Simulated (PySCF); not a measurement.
Molecule: (CH3)3CCHF2 (CC(C)(C)C(F)F, C5H10F2).

Mapped SMILES: `[CH3:1][C:2]([CH3:3])([CH3:4])[CH:5]([F:6])[F:7]`. Each H is labelled by its parent atom.

Geometry PBE0-D3(BJ)/def2-SVP throughout; GIAO in PySCF 2.14.0 with density-fitted response routines, gas phase, one conformer, non-relativistic; equivalent atoms averaged; basis pcSseg-1.

For orientation, WP04 gives these absolute shieldings σ: C5 44.8, C2 132.0, C1/C3/C4 147.9, F6/F7 320.5, H(C5) 26.21, H(C1)/H(C3)/H(C4) 30.56 ppm.

A run gave: C5 63.4, C2 149.4, C1/C3/C4 160.1, F6/F7 336.9, H(C5) 26.25, H(C1)/H(C3)/H(C4) 30.47 ppm (absolute shieldings σ).

Question: Which functional was used in that run?
A. B97-2
B. BHandHLYP
C. mPW1PW91
D. KT2

Answer: B. F6/F7 tells them apart best: BHandHLYP gives 336.9, KT2 gives 304.9, B97-2 gives 323.6, mPW1PW91 gives 323.7 ppm.
